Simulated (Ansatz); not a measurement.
Removing an electron: CeF₃. Total charge 0; doublet. Geometry: PBE-D4/def2-SVP. Ansatz, gas phase; energy differences of separate SCF runs; the oxidised species is a singlet (the triplet lies 2.80 eV higher at PBE0-D4/def2-TZVP).

```tsv
atom	x (Å)	y (Å)	z (Å)
Ce1	0.274	-0.220	-0.408
F2	-0.176	-1.649	1.008
F3	-1.488	0.607	-1.087
F4	1.391	1.262	0.488
```

In the def2 sets Ce takes a core potential; there is no spin–orbit coupling. With an open 4f shell the SCF may have ended on a state above the lowest. No other spin state of charge 0 was run.

Question: Estimate orbital energies and vertical ionisation energies at: PBE-D4/def2-TZVP; revPBE-D4/def2-TZVP; PBE0-D4/def2-TZVP.

Answer: 
| level | −HOMO (eV) | vertical IE (eV) | −LUMO (eV) | HOMO–LUMO gap (eV) |
| --- | --- | --- | --- | --- |
| PBE-D4/def2-TZVP | 3.50 | 8.57 | 2.93 | 0.57 |
| revPBE-D4/def2-TZVP | 3.46 | 8.51 | 2.83 | 0.63 |
| PBE0-D4/def2-TZVP | 6.41 | 9.56 | 1.84 | 4.58 |

  HOMO and LUMO are the levels of the spin that leaves or enters (xTB has no such levels and no spin-polarisation term). Other spin states of the ions may lie lower, which would lower the ionisation energy or raise the affinity.
